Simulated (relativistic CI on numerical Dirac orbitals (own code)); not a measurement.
# One change at a time: Pm14+

Base calculation: Dirac-Coulomb-Breit CI, orbitals from a KLI potential per configuration, model QED (radiative potential, 1s self-energy scaled to tabulated hydrogen-like ionisation energies), unscaled Slater integrals.

Configurations in the expansion (outside the closed core [Kr]): 4d¹⁰5s, 4d¹⁰4f, 4d¹⁰5p, 4d¹⁰5d, 4d¹⁰5f, 4d⁹5s4f, 4d¹⁰5g, 4d¹⁰6s, 4d¹⁰6p, 4d⁹5s², 4d¹⁰6d, 4d⁹5s5p, 4d¹⁰7s, 4d¹⁰6f, 4d¹⁰7p, 4d¹⁰7d, 4d¹⁰8s, 4d⁹5s5d, 4d¹⁰9s. Double excitations out of closed p, d and f shells are left out; levels of such configurations are missing from the list, as are those of other unlisted configurations, and high levels can miss mixing partners.

Variants: (1) QED terms removed; (2) Breit term removed. Shifts of the energy above 4d¹⁰4f ²F°5/2, in cm⁻¹, for the lowest level and the first level of each name with at least 55 % of one term (blank where a level changes its place among those of its configuration and J or its character, or is not in the variant):

| Level | Base | Δ(1) | Δ(2) |
| --- | --- | --- | --- |
| 4d¹⁰4f ²F°5/2 | 0 | 0 | 0 |
| 4d¹⁰5s ²S1/2 | 3878 | -1142 | -1688 |
| 4d¹⁰4f ²F°7/2 | 5187 | -27 | +435 |
| 4d¹⁰5p ²P°1/2 | 194446 | -141 | -2295 |
| 4d¹⁰5p ²P°3/2 | 250609 | -225 | -1596 |
| 4d¹⁰5d ²D3/2 | 568982 | -95 | -1049 |
| 4d¹⁰5d ²D5/2 | 579342 | -124 | -789 |
| 4d¹⁰6s ²S1/2 | 898486 | -594 | -1038 |
| 4d¹⁰5f ²F°5/2 | 936125 | -119 | -432 |
| 4d¹⁰5f ²F°7/2 | 937931 | -127 | -319 |
| 4d¹⁰6p ²P°1/2 | 986986 | -261 | -1267 |
| 4d⁹5s4f ⁴P°1/2 | 991196 | -1133 | -759 |
| 4d⁹5s4f ⁴P°3/2 | 997228 | -1187 | -456 |
| 4d⁹5s4f ²P°1/2 | 1008849 | -1113 | -623 |

At this charge transitions that keep the count of f electrons are usually good to a few per cent. Levels and lines within the n = 5 or 6 shells can be off by up to 10 % or somewhat more, and those that change n by about 2 %, since core polarisation is missing. Levels that differ in their count of f electrons can be misplaced by several ten thousand cm⁻¹, since the correlation energy of f electrons is missing or only estimated; rates across such gaps can be off by orders of magnitude. The computed lowest level isn't the tabulated ground level, which NIST ASD gives as 5s 2S1/2; for such ions that label comes from theory and may be the wrong one.

Ionisation energy from one configuration of each of the two ions, the ground ones as tabulated or assumed: base 268.234 eV; QED terms removed 268.359 eV; Breit term removed 268.37 eV. The NIST ASD value (theoretical) is 269 ± 3 eV.

LS names give the leading component of a level, which can be under half, so a name can repeat, a term be missing and a line seem to break the LS rules.
